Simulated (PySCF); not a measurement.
## A composite method against measured constants

PySCF. The composite is CCSD(T) extrapolated to the basis-set limit from two correlation-consistent sets, with core-valence (CV) and scalar-relativistic (SR) terms as its label shows; it has no spin–orbit coupling and nothing beyond (T). Measured values: Huber and Herzberg, Constants of Diatomic Molecules (1979).

```csv
molecule,composite,Re computed (Å),Re measured (Å),ωe computed (cm⁻¹),ωe measured (cm⁻¹)
KH,CCSD(T)/CBS(TQ),2.2411,2.2425,982.8,983.6
CsF,CCSD(T)/CBS(DT)+CV,2.3635,2.345351,348.9,352.56
MnH,CCSD(T)/CBS(TQ)+CV+SR,1.7281,1.7311,1557.7,1548.0
RbH,CCSD(T)/CBS(TQ),2.3680,2.367,939.6,936.94
Cl2,CCSD(T)/CBS(TQ)+CV+SR,1.9873,1.9879,563.8,559.72
CaS,CCSD(T)/CBS(DT)+CV,2.3280,2.3178,455.2,462.23
NH,CCSD(T)/CBS(TQ)+CV+SR,1.0356,1.03621,3295.1,3282.27
SnS,CCSD(T)/CBS(DT)+CV,2.2118,2.209026,488.3,487.26
```

Problem. Give the mean absolute errors, and the molecules missed most.

Solution. Re 4.7 mÅ, most for CsF (+18.1 mÅ); ωe 5.2 cm⁻¹, most for NH (+12.8 cm⁻¹).

The molecules are drawn from runs that passed checks on state, spin purity and fit, so the hardest cases are missing and the errors look smaller than over all diatomics.

Correlated steps freeze the inner cores (1 to 24 orbitals); shallow outer-core shells are correlated. Spin–orbit coupling is left out. The CCSD T1 diagnostic is raised in CaS, SnS, a sign that a single reference may not be enough there. States were picked by a PBE0 search and need not be the measured ground states.
